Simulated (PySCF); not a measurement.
**Removal energies of V⁵⁺ from EOM-IP-GCCSD**

Reference: closed-shell V⁵⁺, [Ar]; one electron is removed. Calculated with PySCF 2.14, two-component X2C-1e with screened spin-orbit coupling, an uncontracted even-tempered set (21 s from 0.051 bohr⁻², ratio 2.6; 15 p from 0.066 bohr⁻², ratio 2.6; 7 d from 0.067 bohr⁻², ratio 2.8; 3 f from 4.1 bohr⁻², ratio 2.8); frozen [Ne]; the 66 highest virtual spinors dropped; of the others 50 kept and the rest restored at second order. No Breit or QED terms. Binding energies in eV.

```tsv
level	Koopmans	second order	EOM-CCSD
3s1/2	162.84	156.65	155.54
3p1/2	129.10	128.85	128.95
3p3/2	128.07	127.85	127.96
```

In EOM-CCSD the overlap with the one-orbital guess is low for 3s1/2 (weight 0.79). That can mean mixing with two-hole, one-particle states, where second order and EOM-CCSD lose accuracy, or only a rotation among the degenerate components of the shell; the terms of those configurations are not listed.

For comparison, the ionisation energy of V⁵⁺ is 128.12 eV (measured; NIST Atomic Spectra Database, ionization energies).

The screened spin-orbit operator tends to give fine-structure splittings of light species too large.
